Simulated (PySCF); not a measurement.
C₄H₅N₂, SMILES c1cnc[nH+]c1, charge +1.

Geometry: TPSSh-D3(BJ)/def2-SVP. The isomer is the one that the SMILES or the coordinates give; other isomers of the formula were not compared.

Calculation: TDDFT-PBE/def2-SVPD in PySCF.

Vertical excitations.  State labels are in the subgroup Cs.

```csv
state,symmetry,energy (eV),λ (nm),f,main pairs
S1,A",3.35,370,0.000,HOMO→LUMO 99 %
S2,A",4.30,288,0.003,HOMO→LUMO+1 99 %
S3,A',5.62,221,0.072,"HOMO−1→LUMO 82 %, HOMO−2→LUMO+1 14 %"
S4,A',6.35,195,0.021,"HOMO−1→LUMO+1 60 %, HOMO−2→LUMO 33 %"
S5,A",6.75,184,0.002,HOMO−3→LUMO 100 %
S6,A',6.85,181,0.003,HOMO→LUMO+2 97 %
S7,A',7.42,167,0.335,"HOMO−2→LUMO 59 %, HOMO−1→LUMO+1 29 %"
S8,A",7.48,166,0.002,HOMO−3→LUMO+1 99 %
S9,A",7.85,158,0.001,HOMO−4→LUMO 93 %
S10,A',7.88,157,0.327,"HOMO−2→LUMO+1 72 %, HOMO−1→LUMO 13 %"
T1,A",3.14,395,0,HOMO→LUMO 98 %
T2,A",3.77,329,0,HOMO→LUMO+1 98 %
T3,A',4.16,298,0,HOMO−1→LUMO 98 %
T4,A',4.64,267,0,HOMO−1→LUMO+1 87 %
```
Triplets are in the Tamm–Dancoff approximation, which puts them higher than full response would, so one can lie above its singlet here.
